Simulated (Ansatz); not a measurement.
Isolated molecules relaxed with PBE0-D4/def2-TZVP in Ansatz; ΔE leaves out vibrations. CBS: MP2 limit from def2 TZ/QZ plus the TZ coupled-cluster correction, frozen cores. This one scheme is used for every species, atoms too. Functionals use def2-TZVPP. No spin–orbit coupling; open shells (•) take unrestricted orbitals. Spin–orbit coupling would lower the free atoms: a little for B, C, O; clearly for Ge. For Ge outer-core shells are correlated without core-valence functions, so the limit isn't a true one: a few kJ/mol of doubt a bond, and 10 to 20 or more in all where bonds break to atoms. Scalar relativity is left out up to krypton. One conformer a species, not always the lowest.

Reaction (atomization): `[OH][GeH]1[BH]O[CH2]1` → B• + C• + Ge• + 5 H• + 2 O•

`[OH][GeH]1[BH]O[CH2]1`:

Cartesian coordinates in Å:
```
O 0.635 -0.054 -2.130
Ge 0.495 0.525 -0.446
B -1.392 0.783 0.395
O -1.224 -0.292 1.193
C 0.060 -0.914 0.888
H 1.526 0.037 -2.473
H 1.753 1.370 -0.136
H -2.382 1.446 0.424
H 0.645 -0.991 1.805
H -0.117 -1.909 0.479
```

| level | ΔE (kJ/mol) |
| --- | --- |
| ωB97M-V | 3681.2 |
| PBE0 | 3657.5 |

Problem. What does CCSD(T)/CBS give? (Best estimate.)

Solution. Ansatz gave: +3685.9 kJ/mol. The listed levels differ from it by -4.7, -28.4 kJ/mol.

Largest T1 diagnostic among the species: 0.014.

The D4 term adds +31.1 kJ/mol with B3LYP and +16.2 kJ/mol with PBE0; it sums over pairs of atoms, weighted by their polarisabilities, and B3LYP, whose exchange is more repulsive, gets the larger term. In def2-TZVPP, CCSD(T) changes the Hartree–Fock value by +1010.5 kJ/mol (the triples alone add +67.5 kJ/mol) and MP2 by +1098.2 kJ/mol; breaking electron pairs costs correlation energy, which Hartree–Fock lacks. From PBE to PBE0 (25 % exact exchange), in def2-TZVPP and without D4, ΔE moves by −87.7 kJ/mol: exact exchange takes away binding that semilocal exchange gives to molecules.

B3LYP here is the variant with VWN-RPA as its local correlation; programs differ in this.

For atomizations the MP2-based limit and the directly extrapolated one differ by several kJ/mol either way, and by 10 to 25 for some Ge, Se and Sn compounds, so smaller differences from it don't rank the levels.
